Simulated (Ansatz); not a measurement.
Job for Ansatz (a quantum-chemistry and plane-wave program): R-PBE/def2-TZVPP on CH4BFS (SMILES CSBF).

Ansatz 0.2 input:
```yaml
crystal:
  periodic: [false, false, false]
  atoms:
    - {symbol: C, position_ang: [-1.22216850, 0.00251278, 0.24592081]}
    - {symbol: S, position_ang: [-0.08494638, -0.04221407, -1.18519516]}
    - {symbol: B, position_ang: [1.52396675, -0.00666796, -0.41485801]}
    - {symbol: F, position_ang: [1.66144266, 0.04061479, 0.90975512]}
    - {symbol: H, position_ang: [-2.23328227, -0.03402981, -0.15238653]}
    - {symbol: H, position_ang: [-1.05312392, -0.85548701, 0.89118709]}
    - {symbol: H, position_ang: [-1.08540876, 0.92161302, 0.80966628]}
    - {symbol: H, position_ang: [2.49352043, -0.02634173, -1.10408961]}
basis:
  gaussian:
    orbitals: def2-TZVPP
hamiltonian:
  xc: {name: PBE}
scf: {lower_state_search: off}
```

Program output:

```
WARN ansatz: RAYON_NUM_THREADS=1 ignored (pool sized by the plan → 1); use --threads N
Functional definition: PBE
these checks for a lower state are left out or cut short: stability, starts, cluster_reference, orbital_swaps, neighbouring_geometries, increment
integrals: 0.09 GiB planned
1025 factors; their error is unknown
mean field: 0.70 GiB planned
mean field evaluation 1: about -15317.4750 eV, gradient 6.0e1 eV
mean field evaluation 2: about -15304.7865 eV, gradient 9.3e1 eV
mean field evaluation 4: about -15325.1271 eV, gradient 7.3e0 eV
mean field evaluation 8: about -15325.2191 eV, gradient 2.1e-1 eV
mean field evaluation 16: about -15325.2025 eV, gradient 2.7e-4 eV
mean field -15325.20248634 eV, -563.1908035776 hartree, gradient 4.4e-6 eV, S^2 0.000000; 0 other end points of the search recorded, 0 dependent functions left out
reference -15325.20252510 eV, -563.1908050020 hartree; 20, 20 occupied and 171, 171 virtual orbitals, 1025 factors
Total energy: -15325.20252510 eV, -563.1908050020 hartree
Checks for a lower state left out: stability, starts, cluster_reference, orbital_swaps, neighbouring_geometries, increment
```

Self-consistency was reached.

Cost: very roughly 1.8 core-seconds.
